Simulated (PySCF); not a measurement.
All values below come from PBE-D3(BJ)/def2-TZVP (PySCF 2.14.0). All species are isolated molecules in the gas phase. One relaxed conformer stands for a flexible species; it need not be the lowest. Delta-SCF ions had no search for a lower state. 

Reference species (SMILES): `N#C/N=C\O` (neutral, multiplicity 1).

```yaml
vertical ionisation energy (Delta-SCF): 10.83 eV
HOMO–LUMO gap: 4.54 eV
```

Changed species: `C(/N=C/O)#N`.

Q: Predict the effect on the vertical ionisation energy (Delta-SCF) and HOMO–LUMO gap.

A: the vertical ionisation energy (Delta-SCF) decreases by 0.27 eV, to 10.56 eV; the HOMO–LUMO gap falls by 0.12 eV, to 4.42 eV.
